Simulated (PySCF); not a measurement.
## Working out the ionisation energy of Ti⁺

Ti⁺ [Ar] 3d2 4s1 (4F) → Ti²⁺ [Ar] 3d2 (3F). Calculation: PySCF 2.14, in cc-pVDZ; the non-relativistic Hamiltonian (point nucleus). Frozen: [Ar]. Energies in hartree (1 hartree = 27.21139 eV):

```tsv
part	Ti⁺ (lower)	Ti²⁺ (upper)
UHF	-848.206624	-847.733785
MP2 opposite-spin	0.000000	0.000000
MP2 same-spin	-0.007913	-0.002670
```

**Question.** What does Hartree-Fock give?

**Answer.** (-847.733785) − (-848.206624) = 0.472839 hartree = 12.867 eV.

**Question.** What do MP2 and SCS-MP2 (6/5 opposite-spin, 1/3 same-spin) give?

**Answer.** The opposite-spin parts differ by 0.000 eV and the same-spin parts by 0.143 eV. MP2: 12.867 + (0.000) + (0.143) = 13.010 eV. SCS-MP2: 12.867 + 1.2 × (0.000) + (0.143)/3 = 12.915 eV.

Reference: 13.575 eV (measured; NIST Atomic Spectra Database, ionization energies), between the lowest levels; spin-orbit coupling is absent from the calculation.

The calculation is non-relativistic.

A double-zeta basis recovers only part of the correlation energy.

What remains against the reference includes basis incompleteness, the frozen core and correlation beyond second order.
